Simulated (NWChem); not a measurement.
System: C2H4FNSi; SMILES [SiH3][C@H](F)C#N

The following NWChem deck was run.

```
start job
memory heap 200 mb stack 900 mb global 1100 mb
geometry units angstroms noautoz
  N      0.796092    -2.341100     0.169704
  C      0.224668    -1.372340    -0.104949
  C     -0.455271    -0.122602    -0.428743
  F     -1.667440    -0.045030     0.222207
  Si     0.602692     1.410767     0.067379
  H     -0.637331    -0.106247    -1.518838
  H      0.829096     1.368218     1.536780
  H     -0.179596     2.617852    -0.318117
  H      1.889447     1.351018    -0.681765
end
basis spherical
  * library def2-svp
end
dft
  xc xpbe96 cpbe96
  iterations 150
  mulliken
end
task dft energy
```

Geometry: optimised at PBE0/def2-SVP.

**Question.** What results follow from this input? (PBE/def2-SVP.) Quantities: energy (Ha); highest occupied level (eV); orbital gap (eV); dipole (D).

**Answer.** The energy (Ha) is -521.98 and the highest occupied level (eV) comes out as -7.50. The orbital gap (eV) is 5.95 and the dipole (D) comes out as 3.20.
